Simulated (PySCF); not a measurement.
## How methods differ on the excitation energy of P(2+)

P(2+) [Ne] 3s2 3p1 (2P) → P(2+) [Ne] 3s1 3p2 (4P), as a difference of total energies. Calculation: PySCF 2.14, in aug-cc-pwCVDZ (6s5p3d, 36 functions); the non-relativistic Hamiltonian (point nucleus). Correlated levels: nothing frozen. The calculations carry no spin-orbit coupling.

```csv
method,excitation energy (eV)
UHF,5.442
MP2 (all electrons),6.501
SCS-MP2 (all electrons),6.766
CCSD (all electrons),6.837
CCSD(T) (all electrons),6.874
```

Q: How much does correlation contribute at CCSD(T) (all electrons)?

A: 6.874 − (5.442) = 1.432 eV, measured against UHF.

A first-order spin-orbit estimate (lowest level to lowest level, LS coupling) adds 0.005 eV.
